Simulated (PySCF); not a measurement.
Compound: C7H10NP.
Cartesian coordinates in Å at the PBE0-D3(BJ)/def2-SVP level; atoms count from 1:
```
atom  x, y, z in Å
C1     2.8367    0.9380    0.3468
C2     1.5920    0.0708    0.5124
C3     1.1404   -0.5161   -0.7841
P4    -0.3310   -0.5923   -1.5627
N5    -1.4711    0.0848   -0.4168
C6    -2.4729    0.9594   -0.7850
C7    -3.2628    1.2092    0.3114
C8    -2.7391    0.4410    1.3910
C9    -1.6447   -0.2407    0.9146
H10    3.6839    0.3574   -0.0502
H11    3.1452    1.3658    1.3124
H12    2.6461    1.7707   -0.3470
H13    0.7767    0.6517    0.9695
H14    1.8165   -0.7521    1.2173
H15    1.9313   -0.9869   -1.3890
H16   -2.5297    1.3407   -1.8031
H17   -4.1262    1.8716    0.3372
H18   -3.1310    0.3858    2.4052
H19   -0.9889   -0.9583    1.4020
```

Computed with PySCF at B3LYP/def2-SVPD, non-relativistic, on one gas-phase PBE0-D3(BJ)/def2-SVP geometry that isn't relaxed in the solvent. The solvent is an IEF-PCM continuum (cavity from Bondi-type radii × 1.2), and excitations are vertical TDDFT with non-equilibrium linear response and a frozen core. Only the electrostatic response of the medium enters.

Gas-phase singlets (H = HOMO, L = LUMO):

```tsv
state	E (eV)	λ (nm)	f	leading configuration
S1	3.472	357	0.001	H→L 100%
S2	4.131	300	0.102	H-1→L 91%
S3	5.451	227	0.013	H→L+1 83%
S4	5.482	226	0.064	H-3→L 67%
S5	5.649	219	0.120	H-2→L 60%
```

How does the list change in acetone (ε = 20.49)?

```
state  E (eV)  λ (nm)      f  leading configuration  change by rank (eV)
   S1   3.659     339  0.001               H→L 100%               +0.187
   S2   4.226     293  0.143              H-1→L 90%               +0.095
   S3   5.430     228  0.182              H-2→L 56%               -0.021
   S4   5.616     221  0.021              H-3→L 32%               +0.134
   S5   5.654     219  0.058              H-3→L 32%               +0.005
```

The ground-state energy changes by -0.154 eV from gas to acetone. By how much does the total energy of gas-phase S1 change?

E(S1) = E(S0) + excitation energy, so it changes by -0.154 + 0.187 = +0.033 eV: it isn't lowered at all, while the ground state is. This is the vertical state, with the slow part of the continuum still set for S0.

How do the frontier levels move from gas to acetone?

| orbital | gas (eV) | solvent (eV) | change (eV) | Löwdin shares, gas | Löwdin shares, solvent |
| --- | --- | --- | --- | --- | --- |
| LUMO+2 | 0.34 | 0.43 | +0.09 | C9 14 %, C6 12 %, N5 12 %, P4 12 % | P4 16 %, C9 10 %, C6 9 %, C3 8 % |
| LUMO+1 | 0.24 | 0.32 | +0.08 | P4 22 %, C1 10 %, C3 9 %, C2 9 % | P4 20 %, N5 15 %, C6 14 %, C9 13 % |
| LUMO | -1.78 | -1.67 | +0.11 | P4 41 %, C3 32 %, N5 6 %, C2 5 % | P4 41 %, C3 33 %, N5 6 %, C2 5 % |
| HOMO | -6.06 | -6.13 | -0.07 | C6 27 %, C9 27 %, C7 15 %, C8 14 % | C6 27 %, C9 27 %, C8 15 %, C7 15 % |
| HOMO-1 | -6.49 | -6.49 | 0.00 | N5 19 %, C3 18 %, P4 16 %, C7 15 % | C3 20 %, P4 19 %, N5 18 %, C7 13 % |
| HOMO-2 | -7.57 | -7.52 | +0.05 | P4 33 %, C3 24 %, N5 9 %, C8 7 % | P4 33 %, C3 21 %, N5 11 %, C8 8 % |
| HOMO-3 | -8.25 | -8.21 | +0.04 | P4 50 %, N5 11 %, C3 11 %, C8 6 % | P4 46 %, N5 11 %, C3 10 %, C8 6 % |

The HOMO–LUMO gap goes from 4.28 to 4.46 eV. Rows go by rank; for LUMO+1 and LUMO+2 the atom shares or the degeneracy differ between the runs, so the row needn't follow one orbital.

Hardware: Intel Xeon 6975P-C, one thread, shared host with 192 logical CPUs at a one-minute load of 34. Cost: 38 s wall, 1.2 GiB resident at most. This is the whole response run at B3LYP/def2-SVPD in acetone, SCF included.
